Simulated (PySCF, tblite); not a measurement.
Isomers of C3H5NOSi, one GFN2-xTB conformer each. Single-point energies are computed at PBE0/pcSseg-1 (PySCF, gas phase, no added dispersion term), electronic only.

| SMILES | GFN2-xTB relative energy (kcal/mol) |
| --- | --- |
| N#C/C=C/[SiH2]O | 0.0 |
| N#C[C@@H]([SiH3])C=O | 21.8 |

Conformers: `[N:1]#[C:2]/[CH:3]=[CH:4]/[SiH2:5][OH:6]` with C3–C4–Si5–O6 8°, C4–Si5–O6–H 65°; `[N:1]#[C:2][C@@H:3]([SiH3:4])[CH:5]=[O:6]` with C2–C3–C5–O6 153°.

Problem. What does PBE0/pcSseg-1 give for the same structures?

Solution. 
| SMILES | PBE0/pcSseg-1 E (Eh) | PBE0/pcSseg-1 (kcal/mol) | GFN2-xTB (kcal/mol) | point group |
| --- | --- | --- | --- | --- |
| N#C/C=C/[SiH2]O | -536.34617 | 0.0 | 0.0 | – |
| N#C[C@@H]([SiH3])C=O | -536.31119 | 21.9 | 21.8 | C1 |

Both levels put the same isomer lowest. As drawn, the lower has an O–H bond, an Si–O bond and a C=C bond outside aromatic rings, which the higher lacks; the higher has a C=O bond, which the lower lacks.

Problem. Which frontier levels, dipoles and rotational constants go with these structures?

Solution. 
| SMILES | HOMO (eV, PBE0/pcSseg-1) | LUMO (eV) | dipole (D) | A, B, C (MHz) |
| --- | --- | --- | --- | --- |
| N#C/C=C/[SiH2]O | -8.39 | -1.97 | 3.69 | 11052, 1162, 1068 |
| N#C[C@@H]([SiH3])C=O | -8.15 | -1.52 | 2.81 | 3291, 2473, 1505 |

Problem. What happens when harmonic zero-point energies from GFN2-xTB frequencies are added?

Solution. 
```
              SMILES  ZPE (kcal/mol)  electronic (kcal/mol)  with ZPE (kcal/mol)
     N#C/C=C/[SiH2]O            43.8                    0.0                  0.0
N#C[C@@H]([SiH3])C=O            42.5                   21.9                 20.7
```

The zero-point energies span 1.3 kcal/mol. The order is unchanged.
